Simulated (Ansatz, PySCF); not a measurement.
CH7FN2Si, SMILES [Si@H](F)(N)NC.

Geometry optimised at r2SCAN-D4/def2-SVP. The structure was generated by enumeration; whether it is a known compound was not checked. The values are those of a single conformer.

Vertical ionisation energy (IE) and electron affinity (EA) in eV. Rows of orbital energies are one-electron estimates. Where ΔSCF, EOM or ADC give a negative EA the extra electron is unbound and the value depends on the basis.

```json
[
 {"level": "−ε(HOMO), −ε(LUMO), HF/def2-TZVP (PySCF)", "IE": "10.57", "EA": "-3.63"},
 {"level": "−ε(HOMO), −ε(LUMO), PBE/def2-TZVP (PySCF)", "IE": "5.72", "EA": "-0.18"},
 {"level": "ΔSCF, CAM-B3LYP/def2-TZVPD (Ansatz), final states of multiplicity 2 and 2", "IE": "9.48", "EA": "-1.32"},
 {"level": "ΔSCF, PBE/def2-TZVPD (Ansatz), final states of multiplicity 2 and 2", "IE": "[?]", "EA": "[?]"}
]
```

Task: What belongs in the gaps? (Estimate from the structure and the level; the computed values follow.)

Result: 
- ΔSCF, PBE/def2-TZVPD (Ansatz, a program for electronic structure), final states of multiplicity 2 and 2, IE: 8.98
- ΔSCF, PBE/def2-TZVPD (Ansatz), final states of multiplicity 2 and 2, EA: -1.03

Task: What vertical singlet–triplet gap does ΔSCF give with CAM-B3LYP/def2-TZVPD (Ansatz) and with PBE/def2-TZVPD (Ansatz)? (An estimate is asked for; the answer gives what the named calculation found.)

Result: 6.19 and 5.71 eV (triplet above singlet where positive).
